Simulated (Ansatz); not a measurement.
Mulliken charges of `N[Si](F)([SiH3])Cl` from PBE/def2-TZVPP in Ansatz (PBE0-D4/def2-TZVP geometry).

| atom | x (Å) | y (Å) | z (Å) | charge (e) |
| --- | --- | --- | --- | --- |
| N1 | -0.930 | 1.468 | -0.432 | -0.359 |
| Si2 | 0.175 | 0.224 | -0.756 | 0.592 |
| F3 | -0.299 | -0.449 | -2.122 | -0.265 |
| Si4 | 0.281 | -1.309 | 1.001 | 0.050 |
| Cl5 | 2.096 | 0.871 | -1.146 | -0.226 |
| H6 | -1.227 | 2.094 | -1.165 | 0.157 |
| H7 | -0.937 | 1.920 | 0.467 | 0.153 |
| H8 | 0.563 | -0.559 | 2.255 | -0.038 |
| H9 | 1.374 | -2.283 | 0.755 | -0.028 |
| H10 | -1.013 | -2.027 | 1.146 | -0.035 |

Task: By hand: the dipole of these point charges (1 e Å = 4.8032 D).

Result: Σ q r = (-0.303, 0.241, 0.321) e Å, of length 0.503 e Å = 2.42 D.

Task: How does the dipole of the full density compare? (Best estimate.)

Result: Ansatz gave: (-0.249, 0.274, 0.307) e Å, 2.31 D; the point charges give 1.05 times that, at 7° from its direction.

Point charges leave out the atoms' own dipoles, such as those of lone pairs, and Mulliken's split depends on the basis, so the close match here is no proof of good charges.
